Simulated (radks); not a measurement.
The lutetium ion Lu+, configuration [Xe] 4f14 6s2. Calculated with a radial shooting solver on a logarithmic mesh with Libxc functionals: Dirac Kohn-Sham, PBEsol, spin-unpolarised, spherical densities, point nucleus. Some entries of the table are withheld. Estimate them.

orbital  occ.  eigenvalue (eV)  <r> (bohr)
1s1/2       2        -63149.23     0.01932
2s1/2       2        -10750.39     0.08125
2p1/2       2        -10261.28     0.06742
2p3/2       4        -9144.324     0.07503
3s1/2       2        -2442.733      0.2122
3p1/2       2        -2226.478      0.2021
3p3/2       4        -1988.265      0.2163
3d3/2       4              (1)         (2)
3d5/2       6              (3)         (4)
4s1/2       2        -493.0496      0.4780
4p1/2       2        -405.0546      0.4851
4p3/2       4        -350.7806      0.5179
4d3/2       4        -206.1608      0.5411
4d5/2       6        -196.2553      0.5527
5s1/2       2         -69.8869       1.169
5p1/2       2         -45.4653       1.309
5p3/2       4         -38.4719       1.419
4f5/2       6         -19.3458      0.7134
4f7/2       8         -17.8205      0.7288
6s1/2       2         -11.0830       3.256

Answer. 
(1) 3d3/2 eigenvalue (eV): -1621.264
(2) 3d3/2 <r> (bohr): 0.1899
(3) 3d5/2 eigenvalue (eV): -1569.243
(4) 3d5/2 <r> (bohr): 0.1943
